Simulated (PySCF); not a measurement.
Gas-phase reaction: 5 SiH4 + Si2O(OH)6 ⇌ 6 H3SiOH + H2SiO

Computed with PySCF (xtb for GFN2) and rigid-rotor harmonic-oscillator thermochemistry at 1 bar. † marks an energy on the PBE0/def2-TZVP geometry and frequencies; other levels use their own. MP2 freezes the core. All species are closed-shell singlets. Si2O(OH)6, H3SiOH, H2SiO: computed as isolated molecules; such fragments, hydroxides, amides, oligomers or adducts are transient or little studied in the gas. MP2 isn't extrapolated to the basis-set limit.

HF/def2-TZVP† gives ΔH°(298 K) = 521 kJ.

What do PBE/def2-SVP, GFN2-xTB, MP2/def2-TZVPP† give?

PBE/def2-SVP: 509 kJ; GFN2-xTB: 95 kJ; MP2/def2-TZVPP†: 498 kJ. For scale, ΔH°(298 K) is 521 kJ at this level, 523 kJ at ωB97M-V/def2-TZVP†, and runs from 95 to 559 kJ over the 18 levels computed.
